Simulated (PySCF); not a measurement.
Species: C₄H₁₁BS.
Z-matrix (Å and degrees, PBE0-D3(BJ)/def2-SVP geometry), rows numbered from 1:
```
C 
S   1  1.8169
B   2  1.7720  1  106.02
C   3  1.5757  2  126.33  1    -3.29
C   4  1.5369  3  107.22  2   -89.87
C   4  1.5279  3  112.25  2   147.82
H   1  1.0983  2  110.99  3   -63.57
H   1  1.0981  2  111.15  3    58.69
H   1  1.0978  2  107.26  3   177.60
H   3  1.2114  2  112.24  1  -179.98
H   4  1.1045  3  110.17  2    26.86
H   5  1.1014  4  112.22  3    60.04
H   5  1.1030  4  110.83  3  -179.47
H   5  1.1023  4  111.21  3   -60.18
H   6  1.1029  4  111.39  3   179.20
H   6  1.1012  4  111.85  3   -60.43
H   6  1.1020  4  110.99  3    59.35
```

All values: PBE0/pcSseg-1 (PySCF, non-relativistic), on one gas-phase PBE0-D3(BJ)/def2-SVP geometry that isn't relaxed in the solvent. The solvent is an IEF-PCM continuum (van der Waals radii × 1.2). The model holds no explicit solvent molecules, cavitation or dispersion.

```tsv
run	E − E(gas) (kcal/mol)	HOMO (eV)	HOMO–LUMO gap (eV)	dipole (D)
gas	0.00	-7.59	6.89	1.97
P	-2.06	-7.60	6.92	2.55
Q	-1.78	-7.59	6.91	2.46
```

The runs were made in chloroform and tetrahydrofuran. Which run belongs to which solvent?

P = tetrahydrofuran, Q = chloroform. The dielectric constants are 4.711 (chloroform), 7.426 (tetrahydrofuran), and the energy falls further as ε rises. In this model the ground state sees the solvent through ε alone.

How constant is the ratio of the lowering to (ε − 1)/(2ε + 1)?

```tsv
solvent	(ε − 1)/(2ε + 1)	E − E(gas) (kcal/mol)	ratio (kcal/mol)	polarisation term (kcal/mol)
chloroform	0.356	-1.78	-5.0	-2.02
tetrahydrofuran	0.405	-2.06	-5.1	-2.38
```

The ratio changes by +1.5 % in size from chloroform to tetrahydrofuran. The polarisation term is half the interaction of the solute with the induced surface charges.
